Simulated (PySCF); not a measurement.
C7H6FSi (doublet state).
Geometry (GFN2-xTB, Å), atoms numbered from 1 in this order:
```
atom  x, y, z in Å
C1     4.347   -0.682   -0.134
C2     3.499    0.225   -0.614
C3     2.105    0.096   -0.540
C4     0.897   -0.010   -0.485
C5    -0.447   -0.141   -0.421
C6    -1.649   -0.282   -0.391
C7    -3.071   -0.427   -0.302
Si8   -3.784    0.419    1.267
F9    -5.218   -0.329    1.484
H10    5.413   -0.554   -0.211
H11    3.997   -1.580    0.348
H12    3.860    1.126   -1.098
H13   -3.540   -0.036   -1.209
H14   -3.323   -1.492   -0.234
H15   -3.090    0.169    2.518
```

The hyperfine couplings belong to this conformer and change with its torsions.

Identity: `C=CC#CC#CC[SiH]F` [radical].

Method used: UKS B3LYP, pcH-1 on C F H Si, non-relativistic, mean-field spin-orbit, GIAO in PySCF. Geometry: GFN2-xTB, one conformer, isolated molecule. Couplings are sensitive to structure, and on GFN2-xTB geometries they can be far from those on DFT ones, by a factor of two or more for some ions and for spin on atoms past the first row. Stability of the SCF solution: not tested.

**Question.** Where do the isotropic ENDOR lines of F9, H15, H13/H14, H10 and H11 fall at 3339.4 mT, to first order?

**Answer.** ν± = |νn ± a/2|, one line for each electron-spin manifold; νn = |g_N| × 7.62259 MHz/T × B.

| nuclei | isotope | g_N | νn (MHz) | a_iso (MHz) | lower line (MHz) | upper line (MHz) |
| --- | --- | --- | --- | --- | --- | --- |
| F9 | 19F | 5.2577 | 133.84 | 116.92 | 75.38 | 192.29 |
| H15 | 1H | 5.5857 | 142.18 | 143.24 | 70.56 | 213.80 |
| H13/H14 | 1H | 5.5857 | 142.18 | 18.98 | 132.69 | 151.67 |
| H10 | 1H | 5.5857 | 142.18 | -0.67 | 141.85 | 142.52 |
| H11 | 1H | 5.5857 | 142.18 | -0.65 | 141.86 | 142.51 |

**Question.** Which pairs are centred on the nuclear Larmor frequency, and which on half the coupling?

**Answer.** Centred on νn, since |a| < 2νn: F9, H15, H13/H14, H10 and H11. No pair has |a| > 2νn.

Class means assume fast exchange of nuclei equivalent by connectivity; if that motion is slow, each nucleus keeps its own coupling. The 1H value of +19.0 MHz is a mean of couplings from 4.8 to 33.1 MHz in this one geometry, not an average over conformers.

Largest spin populations (Mulliken): Si8 (+0.83) and H15 (+0.06). Si8 is the only atom above +0.15. The angles at Si8 add up to 323.3°, so it is pyramidal.
